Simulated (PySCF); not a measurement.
Al(H)2(SiH3) (AlH5Si), SMILES [AlH2][SiH3].

Geometry: PBE0-D3(BJ)/def2-TZVP.

Computed with PBE0-D3(BJ)/def2-TZVP run with PySCF.

Frequencies are harmonic and unscaled.

A small imaginary wavenumber (i) marks a very flat motion, where grid noise or a shallow saddle decides the sign.

```csv
mode,ν (cm⁻¹),IR (km/mol),Raman (Å⁴/amu),depolarisation,moving atoms (share of kinetic energy)
1,13i,0.4,3.7,0.75,H 100 %
2,314,31.1,0.4,0.70,H 97 %
3,353,45.6,1.7,0.39,H 89 %
4,390,8.7,27.5,0.17,"Al 44 %, Si 40 %, H 16 %"
5,536,5.3,5.5,0.74,"H 83 %, Si 10 %"
6,584,108.3,0.4,0.69,"H 84 %, Al 13 %"
7,766,501.7,6.1,0.72,H 94 %
8,867,62.9,2.8,0.12,"H 91 %, Si 8 %"
9,933,38.7,14.6,0.75,H 98 %
10,940,45.8,12.6,0.75,H 98 %
11,1909,167.2,302.1,0.07,H 98 %
12,1919,233.8,106.2,0.74,H 95 %
13,2187,59.9,233.7,0.09,H 98 %
14,2200,77.0,171.4,0.28,H 97 %
15,2209,93.2,130.4,0.57,H 96 %
```
